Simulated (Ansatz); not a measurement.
Gas-phase electronic energies from Ansatz, PBE0-D4/def2-TZVP geometries. CBS: MP2 limit from def2 TZ/QZ plus the TZ coupled-cluster correction, frozen cores. This one scheme is used for every species. DFT in def2-TZVPP. B3LYP here is the variant with VWN-RPA as its local correlation; programs differ in this. HSE06 is defined as in plane-wave codes.

`[SiH3]C1N[SiH2]1` → `C1N[SiH2]1` + `[SiH2]`  (silylene formation by 1,1-elimination)

`[SiH3]C1N[SiH2]1`:

Cartesian coordinates in Å:
```
Si 0.428 -1.454 0.477
C 0.216 -0.027 -0.694
N 0.712 1.346 -0.303
Si -1.014 1.279 -0.321
H -0.352 -2.632 0.011
H 1.858 -1.853 0.603
H -0.046 -1.043 1.829
H 0.426 -0.252 -1.740
H 1.238 1.377 0.560
H -1.688 2.078 -1.364
H -1.779 1.182 0.942
```

`C1N[SiH2]1`:

Z-matrix (Å, degrees):
```
C
Si 1 1.829
N 1 1.494 2 61.5
H 1 1.090 2 117.4 3 107.8
H 1 1.087 2 123.6 3 -101.3
H 2 1.481 1 117.8 3 -107.7
H 2 1.478 1 124.7 3 97.4
H 3 1.009 1 116.0 2 119.2
```

`[SiH2]`:

Z-matrix (Å, degrees):
```
Si
H 1 1.525
H 1 1.525 2 91.2
```

| level | ΔE (kJ/mol) | difference from CCSD(T)/CBS |
| --- | --- | --- |
| PBE-D4 | 245.5 | 3.4 |
| revPBE-D4 | 241.6 | -0.5 |
| BLYP-D4 | 227.6 | -14.5 |
| r2SCAN-D4 | 261.1 | 19.0 |
| B97M-V | 235.6 | -6.5 |
| PBE0-D4 | 252.4 | 10.3 |
| r2SCANh-D4 | 261.3 | 19.2 |
| r2SCAN0-D4 | 261.8 | 19.7 |
| HSE06-D4 | 252.2 | 10.1 |
| BHLYP-D4 | 244.7 | 2.6 |
| CAM-B3LYP-D4 | 242.0 | -0.1 |
| ωB97X-V | 249.6 | 7.5 |
| ωB97M-V | 236.2 | -5.9 |
| B2PLYP | 234.4 | -7.7 |
| PBE-QIDH | 257.1 | 15.0 |
| PBE | 235.8 | -6.3 |
| revPBE | 219.4 | -22.7 |
| BLYP | 207.6 | -34.5 |
| r2SCAN | 258.6 | 16.5 |
| PBE0 | 243.9 | 1.8 |
| B3LYP | 220.4 | -21.7 |
| r2SCANh | 258.6 | 16.5 |
| r2SCAN0 | 258.8 | 16.7 |
| HSE06 | 244.2 | 2.1 |
| CAM-B3LYP | 233.1 | -9.0 |
| RPA@PBE/def2-TZVPP | 216.8 | -25.3 |
| HF/def2-SVP | 210.6 | -31.5 |
| MP2/def2-SVP | 245.9 | 3.8 |
| CCSD/def2-SVP | 218.6 | -23.5 |
| CCSD(T)/def2-SVP | 223.6 | -18.5 |
| HF/def2-TZVPP | 215.5 | -26.6 |
| MP2/def2-TZVPP | 256.2 | 14.1 |
| SCS-MP2/def2-TZVPP | 242.7 | 0.6 |
| CCSD/def2-TZVPP | 228.7 | -13.4 |
| CCSD(T)/def2-TZVPP | 234.8 | -7.3 |
| HF/def2-QZVPP | 216.1 | -26.0 |
| MP2/def2-QZVPP | 260.7 | 18.6 |
| SCS-MP2/def2-QZVPP | 247.4 | 5.3 |
| HF/CBS(def2) | 216.2 | -25.9 |
| MP2/CBS(def2) | 263.6 | 21.5 |
| CCSD(T)/CBS | 242.1 | 0 |

Largest T1 diagnostic among the species: 0.014.

At CCSD(T), def2-SVP lies −18.5 kJ/mol from the extrapolated value and def2-TZVPP −7.3 kJ/mol. From PBE to PBE0 (25 % exact exchange), in def2-TZVPP and without D4, ΔE moves by +8.1 kJ/mol.
